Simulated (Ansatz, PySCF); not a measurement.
Gas-phase reaction R1 + 0.5 R2 → P1, each structure at its B3LYP-D3(BJ)/def2-TZVP stationary point, reached from a drawn start (curvature not checked).
P1, FeO2 (SMILES [O]=[Fe]=[O]) (charge 0, multiplicity 3):
```xyz
3

Fe     0.00000    -0.34967     0.00000
O      1.49040     0.17489     0.00000
O     -1.49040     0.17489     0.00000
```
R1, FeO (SMILES [O]=[Fe]) (charge 0, multiplicity 5):
```xyz
2

Fe     0.000     0.000    -0.804
O      0.000     0.000     0.804
```
R2: O2 (SMILES O=O), charge 0, multiplicity 3.

```tsv
level	reaction energy (kJ/mol)	cost
SVWN5/def2-TZVPP	-237.5	×0.8
PBE/def2-TZVPP	-193.2	×1
revPBE/def2-TZVPP	-176.5	×1
revPBE-D3(BJ)/def2-TZVPP	-180.0	×1
B3LYP-D3(BJ)/def2-TZVPP	-107.7	×0.7
B3LYP-D4/def2-TZVPP	-107.4	×0.7
BHLYP/def2-TZVPP	-23.5	×2
BHLYP-D4/def2-TZVPP	-25.6	×2
M06-2X/def2-TZVPP	232.9	-
MP2/def2-QZVPP	-15.6	-
SCS-MP2/def2-QZVPP	-31.3	-
CCSD/def2-QZVPP	-55.0	-
CCSD(T)/def2-TZVPP	-95.7	×6
CCSD(T)/def2-QZVPP	-95.4	×20
```

P less R. No zero-point or thermal terms; open shells are unrestricted; no spin–orbit coupling. The spin states of the d-block species are the ones drawn and need not be the lowest.

Frozen-core correlation throughout.

Doubts at one or more of the structures used: a spin-contaminated determinant (BHLYP/def2-TZVPP, BHLYP-D4/def2-TZVPP, MP2/def2-QZVPP, SCS-MP2/def2-QZVPP, CCSD/def2-QZVPP, CCSD(T)/def2-TZVPP, CCSD(T)/def2-QZVPP); T1 above 0.05 (CCSD/def2-QZVPP, CCSD(T)/def2-TZVPP, CCSD(T)/def2-QZVPP); a doubt about the state reached (CCSD/def2-QZVPP, CCSD(T)/def2-TZVPP, CCSD(T)/def2-QZVPP).

The values were computed with Ansatz (Gaussian basis) for Hartree–Fock, density functionals and correlated methods; PySCF for M06-2X and the D3/D4 terms. No computed number here is a measurement.

Costs are rough ratios of core time to PBE/def2-TZVPP (about 60 s over the structures, on one shared machine); a dash marks a level with no comparable run of its own.

Ansatz is a first-principles code.
